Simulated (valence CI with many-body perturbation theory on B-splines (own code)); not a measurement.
## V⁺ in brief

Computed by relativistic CI+MBPT: four valence electrons over a frozen Dirac-Fock core [Ar], radial functions for each j: 9 s, 9 p, 10 d, 8 f, 5 g, 3 h, 1 i, with the one-electron correlation potential Σ1, the two-electron term Σ2, the three-electron term Σ3, Breit, model QED; selected CI, second order for the rest, scaled by the run's own slope (own B-spline code, finite nucleus).

Set against measurement, 12 paired levels are off by 831 cm⁻¹ on average, the worst by 1312. These come from a selection out of the NIST Handbook of Basic Atomic Spectroscopic Data. Levels without a partner in it may be off by more, other configurations by 1,000 to 4,000 cm⁻¹. Among the levels kept, up to 570 cm⁻¹ of a level comes from second order outside the variational space, and about a tenth of that is noise between levels of different J, which matters for small intervals.

Rates and lifetimes use the calculated energies. Strong lines usually hold to 10 to 20 %, long lifetimes can be off by a factor of two.

Question: What is the ground level?

Answer: 3d⁴ ⁵D_0, composition 98 % 3d⁴ ⁵D.

Question: Name the longest-lived excited levels whose lifetime is computed, and their main decay.

Answer: 3d⁴ ⁵D_2 at 117 cm⁻¹ lives 43700 s, mostly by M1 to 3d⁴ ⁵D_1; 3d⁴ ⁵D_3 at 219 cm⁻¹ lives 20800 s, mostly by M1 to 3d⁴ ⁵D_2; 3d⁴ ⁵D_4 at 345 cm⁻¹ lives 18300 s, mostly by M1 to 3d⁴ ⁵D_3. The lifetime of 3d⁴ ⁵D_1 is too uncertain to give, and may be longer. The lifetime of 3d³4s ⁵F_1 is too uncertain to give, and may be longer. The lifetime of 3d³4s ⁵F_2 is too uncertain to give, and may be longer.

Question: How well does LS coupling describe the low levels?

Answer: Among the lowest 20 levels the leading LS term, summed over configurations, holds 100 % on average. For single configurations the figures are 93 % in LS and 50 % in jj coupling. Terms hardly mix: every one of these levels is at least 95 % one term.

Question: What are the static dipole polarisabilities of the lowest levels?

Answer: 3d⁴ ⁵D_0 16.0; 3d⁴ ⁵D_1 16.1 (tensor -1.1); 3d⁴ ⁵D_2 16.1 (tensor -0.69); 3d⁴ ⁵D_3 16.1 (tensor 0.79) bohr³, of which the core gives 1.08.

Question: What is the ionisation energy?

Answer: 14.378 eV; NIST lists 14.634 ± 0.007 eV (measured).

Question: How is the term ⁵D of the ground level split?

Answer: J = 0 at 0.0, J = 1 at 43.6, J = 2 at 117, J = 3 at 219, J = 4 at 345 cm⁻¹.
